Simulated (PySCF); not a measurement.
How the functional moves excitation energies

Species: C2H5NSSi.
SMILES: `N#CCS[SiH3]`

Linear-response calculations in the def2-SVPD basis (PySCF; singlets by full response, triplets Tamm–Dancoff, core orbitals frozen in the response; HF means time-dependent Hartree–Fock). 'Strongest' is the level of largest summed f among the singlets computed (10 roots, of which the last may lack a degenerate partner); it can jump between rows when another state enters that window. S1 is the lowest singlet of each run and needn't be the same state throughout; f(S1) is that of one state. Isolated species at its PBE0-D3(BJ)/def2-SVP geometry (one conformer only).

```tsv
functional	kind	S1 (eV)	f(S1)	strongest (eV)	T1 (eV)	HOMO (eV)	gap (eV)	ionisation energy, ΔSCF (eV)
LDA	LDA	4.87	0.007	6.93	4.47	-6.54	4.64	9.72
B3LYP	global hybrid, 20% exact exchange	5.32	0.001	7.35	4.80	-7.43	6.51	9.75
PBE0	global hybrid, 25% exact exchange	5.43	0.001	7.49	4.86	-7.68	6.98	9.74
BHandHLYP	global hybrid, 50% exact exchange	5.71	0.000	7.58	5.12	-8.76	9.02	9.71
CAM-B3LYP	range-separated hybrid	5.55	0.000	7.59	4.99	-8.98	9.36	9.82
wB97X-D	range-separated hybrid	5.58	0.000	7.66	5.07	-9.52	10.58	9.85
LC-wPBE	range-separated hybrid	5.77	0.001	7.84	5.13	-10.38	11.85	9.91
HF	Hartree–Fock	6.21	0.001	8.79	5.27	-10.52	12.54	not settled
```

Q: What does PBE (GGA) give?

A: S1 (eV) 4.97, f(S1) 0.005, strongest (eV) 6.97, T1 (eV) 4.50, HOMO (eV) -6.45, gap (eV) 4.77, ionisation energy, ΔSCF (eV) 9.57. S1 runs from 4.87 eV (LDA) to 6.21 eV (HF), a spread of 1.34 eV, while the orbital gap spreads over 7.9 eV. Along PBE (0%), B3LYP (20%), PBE0 (25%), BHandHLYP (50%), HF (100%) S1 rises with the share of exact exchange. −ε(HOMO) comes closest to its own ΔSCF ionisation energy with wB97X-D (-0.33 eV) and misses most with LDA (-3.18 eV). 'Not settled' means that the ion's SCF failed to converge or may have ended in another state than the lowest.
